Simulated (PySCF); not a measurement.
CH9FOSi3, SMILES C[SiH2][SiH2]O[SiH2]F. Atoms are numbered in the order given.

```xyz
15

C      3.2563     1.1630    -0.3018
Si     1.5633     0.4084    -0.6640
Si     0.2629     0.4241     1.2967
O     -1.2528    -0.2482     1.0308
Si    -2.2298    -0.8361    -0.1468
F     -1.3594    -0.9398    -1.5193
H      3.1619     2.2038     0.0465
H      3.8823     1.1663    -1.2083
H      3.7893     0.5909     0.4740
H      0.8595     1.1960    -1.7234
H      1.7128    -1.0010    -1.1421
H      0.9295    -0.3550     2.3857
H      0.0761     1.8221     1.7974
H     -2.6847    -2.2024     0.2066
H     -3.3567     0.0948    -0.4016
```

Geometry: r2SCAN-D4/def2-SVP. This is a generated structure with no PubChem entry under its InChIKey; it may be hypothetical. Other conformers were not sampled.

The numbers are results of HF/pcSseg-1 (PySCF), not measurements.

GIAO shieldings, no solvent; atoms alike by connectivity are averaged. δ = σ(ref) − σ: ¹³C against TMS (σ = 192.6 ppm); ²⁹Si against TMS (σ = 393.8 ppm); ¹⁷O against H2O (σ = 333.0 ppm); ¹⁹F against CFCl3 (σ = 238.5 ppm); ¹H against TMS (σ = 31.99 ppm), references at their B3LYP-D3(BJ)/def2-TZVP geometries, non-relativistic.

```tsv
atoms	nucleus	count	δ (ppm)
C1	¹³C	1	-8.2
Si3	²⁹Si	1	?
Si5	²⁹Si	1	-36.9
Si2	²⁹Si	1	?
O4	¹⁷O	1	?
F6	¹⁹F	1	?
H12, H13	¹H	2	5.10
H14, H15	¹H	2	4.64
H10, H11	¹H	2	?
H7, H8, H9	¹H	3	0.42
```

Complete the blanks. (An estimate is asked for; the answer gives what the named calculation found.)


- O4, δ (ppm): 17.4
- Si3, δ (ppm): -23.5
- H10, H11, δ (ppm): 4.03
- Si2, δ (ppm): -61.3
- F6, δ (ppm): -139.4
